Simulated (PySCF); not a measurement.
Parent: `[CH3:1][S:2][GeH3:3]`, CH6GeS.

Method: PySCF, PBE0-D3(BJ)/def2-SVP geometry optimisation, gas phase. The geometries of the anions come from a basis without diffuse functions. One conformer each, not checked by frequencies here.

| coordinate of the parent | value |
| --- | --- |
| C1–S2 | 1.820 Å |
| S2–Ge3 | 2.220 Å |
| C1–S2–Ge3 | 99.5° |

How does the shared frame change in `[CH3:1][S:2][GeH2:3][C:4](=[O:5])[O-:6]` (charge -1) with C1–S2–Ge3–C4 1°, S2–Ge3–C4–O5 -85°, [C2H5GeO2S]-? Atoms pair as C1 = C1, S2 = S2, Ge3 = Ge3 (parent first).

```
   parent   relative  value in the relative  change
    C1–S2      C1–S2                1.824 Å  +0.004
   S2–Ge3     S2–Ge3                2.283 Å  +0.063
C1–S2–Ge3  C1–S2–Ge3                  98.6°    -0.9
```

Of the parent's bonds, S2–Ge3 changes most (+0.063 Å). Bonds of the relative outside the shared frame: Ge3–C4 2.099, C4=O5 1.228, C4–O6 1.227 Å.
